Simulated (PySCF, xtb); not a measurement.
CH6BClOSi. Atoms are numbered in the order given.

```xyz
11

B      0.1122    -0.1969     0.1085
Cl     0.6625    -0.7659     1.7006
O      0.3277    -1.0394    -0.9138
C     -0.0324    -0.7840    -2.2596
H     -0.5010     0.2064    -2.3870
H      0.8717    -0.8368    -2.8842
H     -0.7372    -1.5607    -2.5923
Si    -0.7753     1.6339    -0.0329
H     -0.8588     2.2982     1.3001
H     -2.1603     1.5148    -0.5955
H     -0.0121     2.5271    -0.9650
```

The structure is a stationary point at r2SCAN-D4/def2-SVP. This is a generated structure with no PubChem entry under its InChIKey; it may be hypothetical. The values are those of a single conformer.

Level of theory: IEF-PCM-M06-2X/def2-SVP (PySCF).

The values are the electrostatic part of the solvation free energy, E(continuum) − E(gas) at the gas-phase geometry, in a cavity of scaled van der Waals radii (PySCF's table); cavitation and dispersion terms are not included. In vacuum the orbital gap is 9.22 eV. The dipole moment in vacuum is 2.68 D.

### Question
Estimate the values in water (ε = 78.36), dichloromethane (ε = 8.93), acetonitrile (ε = 35.69). (The exact figures need the calculation; the answer reports its results.)

### Answer

| solvent | ε | ΔG(elec) (kcal/mol) | dipole (D) | gap (eV) |
|---|---|---|---|---|
| water | 78.36 | -3.2 | 3.42 | 9.32 |
| dichloromethane | 8.93 | -2.7 | 3.30 | 9.30 |
| acetonitrile | 35.69 | -3.1 | 3.40 | 9.32 |

For comparison, GFN2-xTB/ALPB(water) (xtb, at the GFN2-xTB geometry, all terms of that model) gives -2.9 kcal/mol.
